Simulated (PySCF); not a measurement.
Ga(Br)(OH)2 (BrGaH2O2), SMILES [OH][Ga]([OH])[Br]. Geometry: PBE0-D3(BJ)/def2-SVP. The structure was generated by enumeration; whether it is a known compound was not checked. The values are those of a single conformer.

Computed equilibrium geometry at PBE0-D3(BJ)/def2-SVP (PySCF confirms it by a frequency run) as Cartesian coordinates in Å, and its point group (one conformer of several):
point group Cs.
```xyz
6

Ga    -0.0024     0.7476     0.0000
Br    -0.0155    -1.5207     0.0000
O     -1.5409     1.6171     0.0000
H     -1.4245     2.5741     0.0000
O      1.5084     1.6757     0.0000
H      2.3040     1.1328     0.0000
```
Charge 0, spin multiplicity 1.
